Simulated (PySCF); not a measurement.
C₅H₅ClFO₂ (doublet state).
Geometry (GFN2-xTB, Å), atoms numbered from 1 in this order:
```
atom  x, y, z in Å
O1    -0.139   -1.849   -0.526
C2     0.530   -0.852   -0.447
C3     2.003   -0.937   -0.225
C4     2.890    0.018   -0.107
Cl5    2.946    1.660   -0.128
C6    -0.045    0.552   -0.544
O7    -1.428    0.566   -0.831
C8    -2.246    0.173    0.196
F9    -2.206    1.092    1.225
H10    2.339   -1.964   -0.156
H11    0.167    1.092    0.389
H12    0.430    1.081   -1.374
H13   -1.972   -0.793    0.643
H14   -3.270    0.161   -0.188
```

The hyperfine couplings belong to this conformer and change with its torsions.

As a line formula: `O=C(/C=[C]\Cl)COCF` [radical].

Method used: UKS B3LYP, pcH-1 on C Cl F H O, non-relativistic, mean-field spin-orbit, GIAO in PySCF 2.14.0. Geometry: GFN2-xTB, one conformer, isolated molecule. The geometry wasn't refined by DFT: couplings that depend on bond lengths, twists or pyramidal angles can differ widely from those at the functional's own minimum. The SCF solution wasn't tested for stability.

Question: Break the g tensor into its mass correction, gauge correction and orbital-Zeeman/spin–orbit terms.

Answer: 
```tsv
Δg (ppt)	1	2	3
relativistic mass correction	-0.20	-0.20	-0.20
gauge correction	0.00	0.03	-0.09
orbital Zeeman/spin–orbit	-0.63	1.19	5.39
total	-0.83	1.02	5.10
```

So g = 2.00149, 2.00334, 2.00742 and g_iso = 2.00408; the tensor is rhombic: the two nearest values differ by 31 % of g3 − g1. Axes: g1 points within 6° of the C2–C3 bond and g2 points within 7° of the C4–Cl5 bond.

Question: What effective moment and Curie constant follow for a powder?

Answer: With the mean of g² = 4.0164 and S(S+1) = 0.75: μ_eff = √(⟨g²⟩S(S+1)) = 1.736 μB and χT = 0.12505·⟨g²⟩·S(S+1) = 0.377 cm³ K/mol (cgs; spin-Hamiltonian part alone).

Question: At 9.423 GHz, how far is the centre of the isotropic spectrum from where a free electron (g = 2.002319) resonates?

Answer: B = hν/(g μB) with μB/h = 13.99624 MHz/mT gives 336.24 mT for the free electron and 335.94 mT at g_iso, 0.30 mT lower.

Question: What are the electron Larmor frequencies g μB B/h along the three axes at 340 mT?

Answer: 9.5245, 9.5333, 9.5528 GHz for g1, g2 and g3, a range of 28.2 MHz.

Question: In a frozen sample, at which fields do the three g values resonate at 9.5, 34, 94 and 263 GHz (hyperfine left aside), and which band first spreads them over more than twice a line width of 0.3 mT?

Answer: 
| band | GHz | B(g3) mT | B(g2) mT | B(g1) mT | spread mT |
| --- | --- | --- | --- | --- | --- |
| X | 9.5 | 338.12 | 338.81 | 339.12 | 1.00 |
| Q | 34.0 | 1210.12 | 1212.59 | 1213.71 | 3.59 |
| W | 94.0 | 3345.63 | 3352.44 | 3355.54 | 9.92 |
| J | 263.0 | 9360.64 | 9379.70 | 9388.38 | 27.74 |

The spread grows in proportion to the frequency. X band is the first where it exceeds 0.6 mT.

The Mulliken spin populations are largest on C4 (+0.88), Cl5 (+0.13) and C3 (-0.12). No atom but C4 exceeds +0.15.

The HOMO–LUMO gaps are 4.63 eV among the α and 4.14 eV among the β orbitals.

The run took 1.7 min wall (grids of density and orbitals included) on an Arm Neoverse V2 with one thread, shared host with 96 logical CPUs at a one-minute load of 46, and the process peaked at 0.97 GiB of memory.
